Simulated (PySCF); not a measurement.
ScBr₃, SMILES [Br][Sc]([Br])[Br]. Coordinates come from a B3LYP-D3(BJ)/def2-SVP optimisation.

Computed equilibrium geometry at B3LYP-D3(BJ)/def2-SVP (PySCF confirms it by a frequency run) as Cartesian coordinates in Å, and its point group:
point group D3h.
```xyz
4

Sc     0.0000     0.0000     0.0000
Br    -2.4252     0.0000     0.0000
Br     1.2126     2.1003     0.0000
Br     1.2126    -2.1003     0.0000
```
Charge 0, spin multiplicity 1.
